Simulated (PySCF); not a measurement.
## Two-component Hartree-Fock for Os⁺ (osmium, charge +1)

Start: [Xe] 4f14 5d6 6s1; 5d3/2 filled at m_j = +3/2; 5d5/2 filled at m_j = -3/2, -1/2, +1/2, +3/2, +5/2; 6s1/2 filled at m_j = +1/2. Calculated with PySCF 2.14 in x2c-TZVPall-2c (11s11p10d2f, 108 functions): generalised Hartree-Fock with the X2C-1e Hamiltonian and a Gaussian nucleus; spin-orbit coupling (SO) screened by Boettger's factors. This is a chosen level, not necessarily the ground level.

```csv
spinor shell,electrons,"ε, screened SO (eV)",weight of nominal j (screened SO),"rms radius, screened SO (bohr)"
1s1/2,2,-74262.3,1.000,0.0201
2s1/2,2,-13082.6,1.000,0.0809
2p1/2,2,-12503.6,1.000,0.0687
2p3/2,4,-10966.6,1.000,0.0764
3s1/2,2,-3114.6,1.000,0.207
3p1/2,2,-2856.2,1.000,0.198
3p3/2,4,-2515.6,1.000,0.214
3d3/2,4,-2088.0,1.000,0.188
3d5/2,6,-2014.6,1.000,0.193
4s1/2,2,-697.35,1.000,0.459
4p1/2,2,-587.78,1.000,0.466
4p3/2,4,-506.72,1.000,0.499
4d3/2,4,-326.64,0.999,0.519
4d5/2,6,-310.94,1.000,0.531
5s1/2,2,-115.71,1.000,1.08
5p1/2,2,-80.694,0.687,1.07
4f5/2,6,-80.380,0.895,0.687
4f7/2,8,-77.407,0.991,0.611
5p3/2,4,-65.622,0.978,1.28
5d5/2,5,-21.015,0.498,1.86
5d3/2,1,-17.322,0.680,1.90
6s1/2,1,-16.341,0.990,3.01
```

```
   quantity   screened SO
E (hartree)  -17263.50270
        M_J           9/2
       ⟨J²⟩        24.774
       ⟨L²⟩         6.588
       ⟨S²⟩         8.546
```

Each row is a mean over spinors that exchange with the open shell spreads, by up to 7.729 eV (5p3/2).

Rows whose weight is well below 1 are mixtures of j = l ± 1/2: exchange outweighs spin-orbit coupling there, and the label is only the starting occupation.

Breit and QED terms are absent; they matter most for the inner s and p1/2 levels.

Densities and radii are taken from the X2C orbitals without a picture-change correction, which distorts them close to the nucleus.
